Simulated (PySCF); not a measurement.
Fill in the blanks.

Species: C₆H₆OS.
InChI=1S/C6H6OS/c1-2-6-3-5(7)4-8-6/h1,6H,3-4H2/t6-/m1/s1

```json
{"property": "point group of the GFN2-xTB geometry", "level": "GFN2-xTB", "value": "?"}
{"property": "rotational constants A, B, C of the GFN2-xTB geometry", "level": "GFN2-xTB", "value": "2.365, 1.613, 1.228 GHz"}
{"property": "dipole moment", "level": "PBE0/def2-SVPD", "value": "?"}
{"property": "HOMO energy", "level": "PBE0/def2-SVPD", "value": "-6.89 eV"}
{"property": "LUMO energy", "level": "PBE0/def2-SVPD", "value": "?"}
{"property": "lowest singlet excitation", "level": "TDDFT PBE0/def2-SVPD", "value": "?"}
{"property": "strongest line among the 8 lowest singlet transitions", "level": "TDDFT PBE0/def2-SVPD", "value": "S5 at 6.07 eV (204 nm, f = 0.032)"}
{"property": "lowest triplet excitation (Tamm–Dancoff)", "level": "TDA PBE0/def2-SVPD", "value": "?"}
{"property": "static isotropic polarisability", "level": "PBE0/def2-SVPD", "value": "?"}
{"property": "electronic spatial extent ⟨r²⟩ about the centre of nuclear charge", "level": "PBE0/def2-SVPD", "value": "?"}
```

Gas-phase values; electronic properties from PySCF, density fitting. One conformer (not necessarily the lowest) at the GFN2-xTB geometry, without solvent, vibrations or thermal averaging.

Q: The point group of the GFN2-xTB geometry?

A: C1.

Q: What is the static isotropic polarisability?

A: 87.1 au.

Q: What is the LUMO energy?

A: -1.17 eV.

Q: What is the lowest triplet excitation (Tamm–Dancoff)?

A: 3.75 eV.

Q: The electronic spatial extent ⟨r²⟩ about the centre of nuclear charge?

A: 1032 bohr².

Q: The dipole moment?

A: 1.64 D.

Q: Give the lowest singlet excitation.

A: 4.26 eV (291 nm, f = 0.001).

The dipole matches unit charges of opposite sign 0.34 Å apart (1 e·Å = 4.8032 D). The principal polarisabilities are 77.5, 86.4 and 97.4 au; their mean is the isotropic value. No computed singlet falls in the visible range (750 to 380 nm, 1.65 to 3.26 eV); S1 lies 1.00 eV above its blue end. In wavenumbers S1 is 34300 cm⁻¹ (1 eV = 8065.54 cm⁻¹).

For the TDDFT job (PBE0/def2-SVPD), on an Intel Xeon 6975P-C with one thread (shared host), this took 36 s of wall time (grids of density and orbitals included) and 0.85 GiB of memory at its peak.
